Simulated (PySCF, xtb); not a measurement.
AlFBr2, SMILES [F][Al]([Br])[Br].

Harmonic wavenumbers (cm⁻¹) from GFN2-xTB run with xtb at its own minimum, in rising order: 82, 137, 204, 318, 573, 810.

### Question
What does PBE-D3(BJ)/def2-SVP (PySCF 2.14.0) give at its own minimum? (An estimate is asked for; the answer gives what the named calculation found.)

### Answer
100, 174, 204, 304, 522, 867. Paired by order, the mean absolute difference is 30 cm⁻¹ and the zero-point energies are 3.0 and 3.1 kcal/mol.
